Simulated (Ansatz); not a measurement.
`[OH][Nb]([OH])([Cl])([Cl])[Cl]`. Charge 0, multiplicity 1. Nb: def2 effective core potential.

Z-matrix (Å, degrees):
```
Nb
O 1 1.880
Cl 1 2.277 2 94.3
Cl 1 2.331 2 84.0 3 122.1
O 1 1.863 2 91.6 3 -114.4
Cl 1 2.322 2 169.6 3 139.2
H 1 2.511 2 72.6 3 -115.0
H 2 0.959 1 138.4 3 -115.8
```

**Question.** What are the harmonic wavenumbers in cm⁻¹ at PBE0-D4/def2-TZVP (Ansatz, finite differences of forces, unscaled)? (An estimate is asked.)

**Answer.** Computed: 41, 93, 145, 169, 183, 210, 255, 334, 346, 396, 399, 438, 493, 597, 718, 758, 3865, 3914.

**Question.** Is this a minimum?

**Answer.** Yes, all 18 modes are real.

**Question.** Give the ideal-gas thermochemistry at 298.15 K and 1 bar (rigid rotor, harmonic oscillator; point group C1, symmetry number 1).

**Answer.** Zero-point energy 79.9 kJ/mol; H(298) − E = 107.4 kJ/mol; entropy 413.8 J/(mol·K), of which translation 176.9, rotation 124.5, vibration 112.4; G(298) − E = -16.0 kJ/mol. Modes under 100 cm⁻¹ are hindered rotations or soft bends, so the harmonic entropy is rough.

**Question.** And at 400, 500, 600, 800 and 1000 K?

**Answer.** 
| T (K) | H − E (kJ/mol) | S (J/mol/K) | G − E (kJ/mol) |
| --- | --- | --- | --- |
| 400 | 121.9 | 455.4 | -60.3 |
| 500 | 136.9 | 489.0 | -107.6 |
| 600 | 152.4 | 517.2 | -157.9 |
| 800 | 184.3 | 563.0 | -266.2 |
| 1000 | 216.9 | 599.4 | -382.5 |
